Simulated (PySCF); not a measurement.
Computed structure and properties of LuSF

System: LuSF (singlet in the valence; each metal's 4f electrons, 14 of them, lie in its core potential, out of spins and levels); start: template (Cs). Method: PySCF 2.14.0, RKS PBE0, Lu lcecp-1-SVP with ECP60, S def2-SVP, F def2-SVP; non-relativistic Hamiltonian with scalar-relativistic core potentials where named; density fitting; no spin-orbit coupling.

Input of the relaxation:

```python
mol = gto.M(atom='''
Lu    -0.14248     0.00000    -0.20350
S      1.96742     0.00000     0.74070
F     -1.99898     0.00000     0.62730''',
    basis={'Lu': 'lcecp-1-SVP', 'S': 'def2-SVP', 'F': 'def2-SVP'},
    ecp={'Lu': 'lcecp-1-SVP'},
    charge=0, spin=0)
mf = dft.RKS(mol, xc='PBE0')
mf.grids.atom_grid = (50, 194)  # f atoms: unpruned, at least (60, 302)
mf = mf.density_fit()  # fitting sets: Lu AutoAux, S def2-universal-JKFIT, F def2-universal-JKFIT
mf.conv_tol = 1e-08; mf.max_cycle = 55
mf.kernel(dm0)  # dm0: converged density of the start geometry
# quasi-Newton relaxation in Cartesian coordinates to a largest gradient under 0.00045 Eh/bohr, steps kept in the point group
```

Run from Python with OMP_NUM_THREADS=2; the lines above give its settings. Where DIIS fails, smearing, a level shift and second-order steps follow.
It took 8.9 s on 2 threads of Intel(R) Xeon(R) Platinum 8488C (Sapphire Rapids) (shared host), from the converged density of the start.

Course of the relaxation:

```csv
step,energy above end (eV),largest force component within the symmetry (eV/Å)
0,0.1104,1.162
1,0.0533,0.527
2,0.0119,0.291
3,0.0015,0.216
4,0.0001,0.047
5,0.0000,0.005
```

Relaxed geometry (Cs):

```xyz
3

Lu   -0.1694    0.0000   -0.3515
S     1.8083    0.0000    0.8097
F    -1.8130    0.0000    0.7063
```

```tsv
contact	Å
Lu1–S2 (S)	2.293
Lu1–F3 (F)	1.955
```

On the finer grid (75, 302):

```
HOMO                                                          : -6.06 eV
LUMO                                                          : -3.06 eV
Dipole about the centre of mass                               : 7.74 D
Set of Mulliken populations of Lu1 outside the core potential : s 2.42, p 6.35, d 1.42, f 0.05
D3(BJ) dispersion energy (not in the energies)                : -0.047 eV
```

```json
{"atom": "Lu1", "Mulliken (e)": "0.76", "Löwdin (e)": "0.31", "spin (e)": "0.00"}
{"atom": "S2", "Mulliken (e)": "-0.36", "Löwdin (e)": "-0.05", "spin (e)": "0.00"}
{"atom": "F3", "Mulliken (e)": "-0.40", "Löwdin (e)": "-0.25", "spin (e)": "0.00"}
```

The 4f levels lie in the core potential and are missing.

On the grid (50, 194), as all that follows. Harmonic modes: a minimum; lowest 119 cm⁻¹ (negative: unstable), highest 599 cm⁻¹, zero-point energy 0.073 eV.

Rigid scan of S along the line from its metal:

| distance to S2 (Å) | energy (eV) |
| --- | --- |
| 1.99 | 1.367 |
| 2.09 | 0.529 |
| 2.19 | 0.116 |
| 2.29 | 0.000 |
| 2.39 | 0.090 |
| 2.49 | 0.316 |
| 2.59 | 0.630 |
| 2.74 | 1.187 |

Taking off one F (charge -1, singlet; the rest: singlet) in vacuum, both parts rigid, costs 11.67 eV; the small basis without counterpoise inflates it. Most of it is the attraction of opposite charges; other ways to part are cheaper, and one spin state was tried for the rest.

Rigid scan of F along the line from its metal:

```
distance to F3 (Å)  energy (eV)
              1.65        1.675
              1.75        0.626
              1.85        0.133
              1.95        0.000
              2.05        0.096
              2.15        0.333
              2.35        1.019
              2.65        2.183
              3.05        3.564
              3.55        4.801
```

One start shape was tried, so this needn't be the lowest isomer.

An lcecp potential fixes the number of 4f electrons, so in runs with it no electron can move into or out of that shell.
